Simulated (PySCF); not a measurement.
# Bromine: a sound run and one with changed settings

Sound run: Br [Ar] 3d10 4s2 4p5, Br⁺ [Ar] 3d10 4s2 4p4. Computed with PySCF 2.14 in cc-pVDZ-PP with ECP10MDF, with a scalar-relativistic core potential. The sound run starts from symmetry-adapted Hartree-Fock orbitals and uses a fine grid where one is needed.

A second run was set up differently.

```tsv
species	method	sound run (hartree)	changed run (hartree)	converged
Br	UHF	-415.47367	-415.47367	yes
Br	B3LYP	-416.86028	-416.88288	yes
Br	BP86	-416.95762	-416.98072	yes
Br⁺	UHF	-415.07864	-415.07864	yes
Br⁺	B3LYP	-416.42413	-416.44721	yes
Br⁺	BP86	-416.52019	-416.54464	yes
```

Ionisation energy of Br:

| method | sound run (eV) | changed run (eV) |
| --- | --- | --- |
| UHF | 10.750 | 10.750 |
| B3LYP | 11.868 | 11.855 |
| BP86 | 11.903 | 11.866 |

Question: What was changed?
A. a valence shell is frozen
B. too few SCF iterations
C. basis contracted for another Hamiltonian
D. radial grid too coarse

Answer: D. It used radial step 0.5 in ln r (0.13 in the sound run). A coarse radial grid mis-integrates the density and the exchange-correlation energy, with errors of either sign; Hartree-Fock needs no grid.
